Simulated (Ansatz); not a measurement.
FH₃S₃Zr, SMILES `[F][Zr]([SH])([SH])[SH]` at its PBE0-D4/def2-TZVP geometry, where that method's forces vanish. Charge 0, multiplicity 1. Zr: def2 effective core potential.

```xyz
8

F     1.0682    1.3804   -0.9231
Zr    0.0445    0.0569   -0.0386
S    -1.6776    1.0368    1.3595
S     1.4181   -1.3346    1.3956
S    -1.0672   -1.4191   -1.6088
H    -1.9357    1.9639    0.4133
H     2.1187   -0.2526    1.7954
H     0.0310   -1.4318   -2.3932
```

Task: What forces (eV/Å) does PBE-D4/def2-TZVPP give on these atoms in the Gaussian-basis code of Ansatz? (Best estimate.)

Result: Ansatz gave: 
```
F1   0.185  0.240 -0.160
Zr2 -0.042 -0.055  0.037
S3  -0.100 -0.101  0.289
S4  -0.026 -0.316  0.050
S5  -0.295 -0.127  0.024
H6  -0.044  0.165 -0.170
H7   0.124  0.195  0.070
H8   0.197 -0.001 -0.138
```
